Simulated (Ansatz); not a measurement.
CH3AlF2O (`O[C](F)(F)[AlH2]`) from Hartree–Fock to CCSD(T)

```
atom   x (Å)   y (Å)   z (Å)
  O1  -1.023  -0.565   0.955
  C2  -0.576   0.117  -0.133
  F3  -1.059   1.405  -0.091
  F4  -1.154  -0.408  -1.267
 Al5   1.443   0.021  -0.150
  H6  -1.991  -0.531   0.982
  H7   2.118  -1.193  -0.901
  H8   2.242   1.154   0.606
```

Charge 0, multiplicity 1. The geometry is a stationary point of PBE0-D4/def2-TZVP. It is one conformer, not always the lowest. Frozen core, restricted reference, Ansatz. CBS rows extrapolate triple and quadruple zeta; past MP2 they add the triple-zeta difference.

| basis | HF (Eh) | MP2 corr. |
| --- | --- | --- |
| def2-SVP | -554.92927 | -0.74592 |
| def2-TZVPP | -555.40207 | -0.97451 |
| def2-QZVPP | -555.42288 | -1.06016 |

Task: Estimate the CCSD correlation energy and the (T) correction in each basis where they were run (hartree).

Result: 
| basis | CCSD corr. | (T) |
| --- | --- | --- |
| def2-SVP | -0.77633 | -0.01623 |
| def2-TZVPP | -0.99622 | -0.03286 |
| CBS(def2) | -1.14531 | as TZ |
